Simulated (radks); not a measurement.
Question: Zn IV, configuration [Ar] 3d9. Calculated with a radial shooting solver on a logarithmic mesh with Libxc functionals: Dirac Kohn-Sham, PBE, spin-unpolarised, spherical densities, finite nucleus; open shells are shared between the two j in proportion to 2j + 1; Fermi nuclear charge, rms radius 3.9283 fm.

Spin-orbit splittings of the eigenvalues, e(l+1/2) - e(l-1/2), with zeta = 2 splitting/(2l+1) and mean radii in bohr:

| shell | occ. | splitting (eV) | zeta (eV) | <r> j=l-1/2 | <r> j=l+1/2 |
|---|---|---|---|---|---|
| 2p | 6 | ? | ? | 0.1959 | 0.1993 |
| 3p | 6 | 3.110 | 2.074 | 0.6994 | 0.7097 |
| 3d | 9 | 0.3953 | 0.1581 | 0.8174 | 0.8223 |

Estimate the 2p splitting.

Answer: 23.87 eV (zeta = 15.91 eV).
